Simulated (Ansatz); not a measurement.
A series at Ge: from `[SiH3][SiH2][SiH2][SiH2][GeH2][SiH3]`, ligands are replaced one by one, each step taking up H₂ and setting free SiH₄; n counts the steps. Ansatz, PBE0-D4/def2-TZVP geometries. Each molecule was computed in one conformer, which needn't be the lowest.

| n | molecule | HOMO energy, ωB97M-V/def2-TZVPP (eV) |
| --- | --- | --- |
| 0 | `[SiH3][SiH2][SiH2][SiH2][GeH2][SiH3]` | -9.71 |
| 1 | `[SiH3][SiH2][SiH2][SiH2][GeH3]` | ? |
| 2 | `[SiH3][SiH2][SiH2][GeH3]` | -9.84 |
| 3 | `[SiH3][SiH2][GeH3]` | -9.95 |
| 4 | `[SiH3][GeH3]` | -10.34 |
| 5 | GeH₄ | -11.91 |

Task: By hand: fit a straight line y = ȳ + b (n − n̄) to the 5 given rows and predict n = 1.

Result: n̄ = 2.800, ȳ = -10.350; Σ(n − n̄)(y − ȳ) = -5.540, Σ(n − n̄)² = 14.800, so b = -0.374 eV a step. Prediction: -10.350 + (-0.374) × (-1.800) = -9.68 eV.

Task: By hand: compare with the computed value, -9.82 eV, and give the steps along the whole series.

Result: The line misses by -0.14 eV (computed minus predicted). Steps: -0.11, -0.02, -0.11, -0.39, -1.57 eV.

One step carries most of the change, so a line is a poor guide. The highest orbital can change its character along such a series. The miss is 6.4 % of the series' range.
